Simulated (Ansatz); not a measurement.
```yaml
crystal:
  periodic: [false, false, false]
  atoms:
    - {symbol: Fe, position_ang: [0.058387, -0.098331, 0.000109]}
    - {symbol: C, position_ang: [0.002842, -0.002061, 2.025331]}
    - {symbol: H, position_ang: [-0.119544, 1.030644, 2.371946]}
    - {symbol: H, position_ang: [0.920968, -0.387027, 2.484474]}
    - {symbol: H, position_ang: [-0.830239, -0.580826, 2.442121]}
    - {symbol: C, position_ang: [0.002176, -0.006555, -2.025317]}
    - {symbol: H, position_ang: [-0.963890, -0.344166, -2.419783]}
    - {symbol: H, position_ang: [0.773797, -0.629058, -2.493115]}
    - {symbol: H, position_ang: [0.155502, 1.017380, -2.385755]}
basis:
  gaussian: {orbitals: STO-3G}
total_charge: -1
magnetization: {spin_polarized: false, initial_magnetization: 1}
hamiltonian: {xc: {name: wB97X}}
accuracy: high
scf: {omitted_lower_state_checks: [starts]}
output: {forces: true}
```

```sh
$ ansatz run in.yaml --threads 2 --pin off --events-out ev --progress --plain --max-ram 4352MiB
```

It prints (some lines left out):

```
Functional definition: wB97X
717 factors; integrals over basis functions are off by at most 1.2e-8 eV
226 factors; integrals over basis functions are off by at most 1.1e-9 eV
mean field evaluation 1: about -35993.8790 eV, gradient 1.3e2 eV
mean field evaluation 2: about -35994.1298 eV, gradient 1.3e2 eV
mean field evaluation 4: about -36053.1698 eV, gradient 1.2e2 eV
mean field evaluation 8: about -36147.4670 eV, gradient 1.5e1 eV
mean field evaluation 16: about -36151.7523 eV, gradient 2.0e0 eV
mean field evaluation 32: about -36151.8364 eV, gradient 1.4e-2 eV
mean field -36151.83643169 eV, -1328.5554842697 hartree, gradient 3.0e-8 eV, S^2 0.750000; 0 other end points of the search recorded, 0 dependent functions left out
reference -36151.83642970 eV, -1328.5554841967 hartree; 23, 22 occupied and 11, 12 virtual orbitals, 717 factors
Total energy: -36151.83642970 eV, -1328.5554841967 hartree
Atom 0 at     0.058387    -0.098331     0.000109 Å, force    -0.090780     0.451838     0.002942 eV/Å
Atom 1 at     0.002842    -0.002061     2.025331 Å, force     0.102021    -0.511193    -2.810032 eV/Å
Atom 2 at    -0.119544     1.030644     2.371946 Å, force    -0.016394     0.027731     0.071756 eV/Å
Atom 3 at     0.920968    -0.387027     2.484474 Å, force    -0.083188     0.112486     0.167377 eV/Å
Atom 4 at    -0.830239    -0.580826     2.442121 Å, force     0.089193     0.125041     0.203528 eV/Å
Atom 5 at     0.002176    -0.006555    -2.025317 Å, force    -0.152024    -0.405205     2.817401 eV/Å
Atom 6 at    -0.963890    -0.344166    -2.419783 Å, force     0.147530     0.110962    -0.257143 eV/Å
Atom 7 at     0.773797    -0.629058    -2.493115 Å, force    -0.031683     0.082495    -0.109701 eV/Å
Atom 8 at     0.155502     1.017380    -2.385755 Å, force     0.035326     0.005844    -0.086128 eV/Å
Dipole moment:    -0.032362     0.064678    -0.001238 e Å
Checks for a lower state left out: starts
```

Run time 2.6 min (2 threads of Arm Neoverse V1 on a shared host), peak host memory 0.65 GiB.

The highest occupied level of an anion often lies above zero with these methods, and sets without diffuse functions describe the outer electron poorly.

With spin_polarized false and unpaired electrons the run is restricted open-shell.

The dipole of an ion depends on the origin.
